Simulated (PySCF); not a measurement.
Gas-phase equilibrium of 1 mol GeF4, 27 mol H2 at 800 K and 0.00133 bar, among 16 species (GeH4, Ge2H6, F2, GeF2, GeF3, F, H, GeH3F, GeHF3, HF, H2, Ge3H8, GeH3, GeH2F2, GeH2, GeF4). Only gases are allowed; each row takes one source of thermochemistry for all species, and Cantera finds the minimum.

Method: PySCF energies plus ideal-gas RRHO corrections (1 bar). † marks an energy on the PBE0/def2-TZVP geometry and frequencies; other levels use their own. 6-31G* has spherical d functions here. Open shells (unrestricted) among the columns below: H (multiplicity 2); the rest are closed-shell singlets. B3LYP is the form with VWN-RPA correlation. Ge: all electrons, no relativistic terms. GeHF3: computed as isolated molecules; such fragments, hydroxides, amides, oligomers or adducts are transient or little studied in the gas. The harmonic model lacks anharmonicity and excited electronic states, which grow with temperature; levels with a mode under 35 cm⁻¹ are left out.

Molecules larger than those listed are left out, and so are free Ge atoms, whose spin-orbit terms are large. Also missing: (HF)n, which can matter at low temperature or high pressure. Table species left out: H2F2, H3F3, H4F4.

Mole fractions:

```json
[
 {"thermochemistry": "B3LYP/6-31G*", "x H2": "0.90", "x HF": "0.068", "x GeF2": "0.034", "x GeF4": "0.00033", "x GeHF3": "1.7e-6", "x H": "7.5e-11"},
 {"thermochemistry": "HF/def2-TZVP†", "x H2": "0.90", "x HF": "0.069", "x GeF2": "0.034", "x GeF4": "1.0e-5", "x GeHF3": "9.9e-6", "x H": "2.9e-7"},
 {"thermochemistry": "PBE/def2-SVP", "x H2": "0.90", "x HF": "0.069", "x GeF2": "0.034", "x GeF4": "1.6e-6", "x GeHF3": "5.7e-7", "x H": "6.5e-10"},
 {"thermochemistry": "PBE/def2-TZVP†", "x H2": "0.90", "x HF": "0.069", "x GeF2": "0.034", "x GeF4": "4.6e-9", "x GeHF3": "1.1e-8", "x H": "3.6e-10"},
 {"thermochemistry": "PBE0/def2-QZVP†", "x H2": "0.90", "x HF": "0.069", "x GeF2": "0.034", "x GeF4": "1.1e-8", "x GeHF3": "9.4e-8", "x H": "3.9e-10"},
 {"thermochemistry": "ωB97X-V/def2-TZVP†", "x H2": "0.90", "x HF": "0.069", "x GeF2": "0.034", "x GeF4": "2.1e-6", "x GeHF3": "1.7e-6", "x H": "1.5e-10"}
]
```
The most sensitive of these is GeF4: it spans a factor of 10^4.9 over these rows; at this temperature one factor of ten is RT ln 10 = 15 kJ/mol.
